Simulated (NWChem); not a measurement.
ZnF₂; SMILES [F][Zn][F]

All runs: NWChem. Coordinates come from a PBE0-D3(BJ)/def2-TZVP optimisation. Static field.

**Question.** What does the run give for Hartree-Fock/def2-SVP? Quantities: isotropic polarisability (bohr³); anisotropy (bohr³).

**Answer.** 
| Quantity | Result |
|---|---|
| isotropic polarisability (bohr³) | 9.9 |
| anisotropy (bohr³) | 6.9 |
